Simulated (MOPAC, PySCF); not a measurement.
C$_{5}$H$_{6}$BNO, SMILES `Bc1cccnc1O` (H–B–C–C torsion -180°, N–C–O–H torsion 0°), neutral singlet in the gas phase. 

Cartesian coordinates (Å):
SMILES: Bc1cccnc1O
```xyz
14

B     -1.8953    -1.2560    -0.2964
C     -0.5961    -0.4600    -0.1062
C      0.6643    -1.0811    -0.2266
C      1.8461    -0.3622    -0.0572
C      1.7351     0.9997     0.2369
N      0.5677     1.6336     0.3619
C     -0.5526     0.9324     0.1973
O     -1.6958     1.6128     0.3336
H     -2.9782    -0.7420    -0.2014
H     -1.8147    -2.4346    -0.5497
H      0.6981    -2.1490    -0.4582
H      2.8261    -0.8330    -0.1485
H      2.6339     1.6112     0.3791
H     -1.4385     2.5281     0.5356
```
Charge 0, spin multiplicity 1.

All levels are single points at this geometry (B3LYP-D3(BJ)/def2-SVP); Pople sets use spherical d functions. Orbital energies aren't observables, and empty levels follow the basis.

SVWN5/6-31G* in PySCF gives dipole (D) = 2.17.

Q: Estimate the dipole (D) from each of these levels: TPSSh-D3(BJ)/def2-TZVP in PySCF; B3LYP/6-311+G** in PySCF; PBE/6-31G* in PySCF; HF/3-21G in PySCF; AM1 in MOPAC.

A: 
```json
[
 {"level": "TPSSh-D3(BJ)/def2-TZVP in PySCF", "dipole (D)": "2.02"},
 {"level": "B3LYP/6-311+G** in PySCF", "dipole (D)": "2.11"},
 {"level": "PBE/6-31G* in PySCF", "dipole (D)": "2.09"},
 {"level": "HF/3-21G in PySCF", "dipole (D)": "2.50"},
 {"level": "AM1 in MOPAC", "dipole (D)": "1.60"}
]
```
